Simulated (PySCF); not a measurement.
Results of a calculation; reference values are marked as such.
# C3H9Si

C3H9Si is a small molecule (built as: Si site whose three back bonds go to CH3, CH3, CH3), neutral, doublet. The structure, one conformer, was relaxed in the gas phase by PBE0-D3(BJ)/def2-SVP. No frequency run checks that it is a minimum.

SMILES: C[Si](C)C

```tsv
atom	x (Å)	y (Å)	z (Å)
Si1	-0.390	-0.516	0.150
C2	-1.467	0.902	-0.481
C3	0.854	-1.034	-1.172
C4	0.505	-0.005	1.731
H5	-0.837	1.753	-0.795
H6	-2.152	1.259	0.304
H7	-2.074	0.593	-1.346
H8	1.488	-1.862	-0.818
H9	1.514	-0.188	-1.433
H10	0.350	-1.365	-2.094
H11	1.147	0.874	1.547
H12	1.146	-0.817	2.108
H13	-0.208	0.260	2.527
```

EPR values by unrestricted B3LYP, IGLO-III on C Si, pcH-1 on H.

Task: Predict g and the largest hyperfine couplings. Where does the spin sit?

Result: g = 2.0021, 2.0038, 2.0038. The spin sits on Si1 (90 %, bonded to 3 C) by Mulliken populations.
| atom | isotope | isotropic (MHz) | dipolar, principal values (MHz) |
| --- | --- | --- | --- |
| Si1 | 29Si | -495.1 | -160.5, 80.3, 80.3 |
| H11 | 1H | 57.5 | -3.8, -0.1, 3.9 |
| H9 | 1H | 56.8 | -3.7, -0.1, 3.9 |
| H5 | 1H | 56.4 | -3.8, -0.1, 3.9 |
| C4 | 13C | 34.9 | -4.0, -3.8, 7.8 |
| C3 | 13C | 34.9 | -4.0, -3.8, 7.8 |

Task: How do the isotropic couplings move with BHandHLYP?

Result: Si1 -495.1 to -526.8 MHz, H11 57.5 to 56.1 MHz, H9 56.8 to 55.4 MHz, H5 56.4 to 55.0 MHz.
